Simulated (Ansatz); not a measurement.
`[AlH2][NH][SiH3]` + `[SiH3][SeH]` → `[AlH2][Se][SiH3]` + `N[SiH3]` at 500 K and 1 bar (ligand exchange at the Al–N bond).

Computed with Ansatz on PBE0-D4/def2-TZVP structures; ΔE is electronic, products minus reactants. CBS: MP2 limit from def2 TZ/QZ plus the TZ coupled-cluster correction, frozen cores. This one scheme is used for every species. For Se outer-core shells are correlated without core-valence functions, which leaves a few kJ/mol of doubt a bond. Scalar relativity is left out up to krypton.

```tsv
species	CCSD(T)/CBS energy (Eh)	H − E (kJ/mol)	S (J/(mol·K))
`[AlH2][NH][SiH3]`	-589.44550	184.4	371.1
`[SiH3][SeH]`	-2692.20088	115.2	325.5
`[AlH2][Se][SiH3]`	-2934.85173	147.2	401.9
`N[SiH3]`	-346.80422	161.3	303.9
```

H − E and S are ideal-gas, rigid-rotor, harmonic terms from PBE0-D4/def2-TZVP. 1 Eh = 2625.50 kJ/mol, R = 8.31446 J/(mol·K).

Problem. By hand: ΔE, ΔH, ΔS and ΔG.

Solution. ΔE = (-2934.85173) + (-346.80422) − (-589.44550) − (-2692.20088) = -0.00957 Eh = -25.1 kJ/mol. Δ(H − E) = 147.2 + 161.3 − 184.4 − 115.2 = 8.9, so ΔH = -16.2 kJ/mol. ΔS = 401.9 + 303.9 − 371.1 − 325.5 = 9.2 J/(mol·K). ΔG = -16.2 − 500 × (9.2)/1000 = -20.8 kJ/mol.

Problem. By hand: the equilibrium constant, and the temperature at which ΔG would vanish if ΔH and ΔS stayed fixed.

Solution. log₁₀ K = −ΔG/(RT ln 10) = 2.2. ΔH and −TΔS have one sign here, so there is no such temperature.

The number of gas molecules stays the same, so ΔS is small and ΔH decides. A doubt of 5 kJ/mol in ΔE shifts log₁₀ K by 0.5 here. These are equilibria of isolated gas molecules and say nothing of rates. Largest T1 diagnostic: 0.011 (customary marks: 0.02 for closed shells, 0.045 for open ones).
